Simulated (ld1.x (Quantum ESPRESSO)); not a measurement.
## What the settings do to the TM semilocal potential of gold

Base potential:

gold, norm-conserving Troullier–Martins (semilocal form), made with ld1.x (Quantum ESPRESSO) 7.5 (Wu–Cohen, scalar-relativistic). Core [Xe] 4f14, reference 5d10 6s0.75 6p0.25. Waves: 6s (bound): rc 2.25 bohr; 6p (bound): rc 3.00 bohr; 5d (bound): rc 2.10 bohr. Local part: the d channel. Core correction: Bessel-smoothed model core inside 1.55 bohr.

All-electron outer shells of the reference configuration (Wu–Cohen, scalar-relativistic, ld1.x):

```csv
shell,level (eV),outermost node (bohr),outermost maximum (bohr)
4f,-81.81,–,0.37
5p,-60.44,0.52,0.96
5d,-7.50,0.56,1.21
6s,-6.27,1.11,2.29
6p,-1.02,1.32,3.47
```

Cutoffs, loose and tight: the cutoffs (Ry, on a coarse ladder) from which the occupation-weighted sum of valence levels, in a spherical-Bessel basis at the reference potential, stays within 10 and 1 mRy of its value at 400 Ry. They do not see the model core or the augmentation charge, which bear on the density cutoff. Test errors are all-electron minus pseudo excitation energies from the reference, over the configurations 5d10 6s1 6p0; 5d10 6s0 6p0; 5d9 6s0 6p0; 5d9 6s2 6p0; 5d7 6s0 6p0; 5d10 6s0.5 6p0; 5d10 6s0 6p1. A dash means not determined; rows that change the core or the reference have their own tests. The largest error is taken over the tests solved by every variant that gives reliable tests at all: 5d10 6s0 6p0; 5d10 6s0 6p1; 5d10 6s0.5 6p0; 5d10 6s1 6p0; 5d9 6s0 6p0; 5d9 6s2 6p0.

A true bound ghost makes a file unfit for plane-wave use even where its test errors are small: the radial tests pick states by their node count and pass the ghost by. Where a test does run into it, the solver fails or the error is huge.

In the semilocal form every listed channel keeps its own potential, so the choice of the local channel does not act on these tests. It acts once the file is put into the separable form.

A semilocal file is local in each channel, so a ghost entry of none says nothing of the separable form that plane-wave codes build from it.

| change | outcome | cutoff, loose | cutoff, tight | bound ghosts | largest test error (meV) |
| --- | --- | --- | --- | --- | --- |
| base | generated | 40 Ry | 50 Ry | none | -48 |
| functional PBEsol | generated | 40 Ry | 50 Ry | none | -48 |
| type PAW, which also changes the form from semilocal to separable; waves now 6s (bound): rcut 1.95, rcutus 2.25 bohr; 6s channel at 1.25 Ry: rcut 1.95, rcutus 2.25 bohr; 6p (bound): rcut 2.60, rcutus 3.00 bohr; 6p channel at 0.5 Ry: rcut 2.60, rcutus 3.00 bohr; 5d (bound): rcut 1.85, rcutus 2.10 bohr; 5d channel at 2.55 Ry: rcut 1.85, rcutus 2.10 bohr; local potential all-electron potential smoothed inside 2.80 bohr (lloc = -2); augmentation GAUSS, radius 1.55 bohr | generated | 25 Ry | 45 Ry | s | -37 |
| wave 5d (bound): rc 2.10 bohr becomes 5d (bound): rc 3.02 bohr | generated | 30 Ry | 45 Ry | none | -102 |
| core correction none | generated | 40 Ry | 50 Ry | none | -35 |
| wave 6p (bound): rc 3.00 bohr becomes 6p (bound): rc 3.94 bohr | generated | 40 Ry | 50 Ry | none | -50 |
| wave 6s (bound): rc 2.25 bohr becomes 6s (bound): rc 3.20 bohr | generated | 40 Ry | 50 Ry | none | -72 |
| core correction Bessel-smoothed model core inside 1.70 bohr | generated | 40 Ry | 50 Ry | none | -47 |
| wave 5d (bound): rc 2.10 bohr becomes 5d (bound): rc 2.86 bohr | generated | 30 Ry | 50 Ry | none | -84 |
| functional PBE | generated | 40 Ry | 50 Ry | none | -49 |
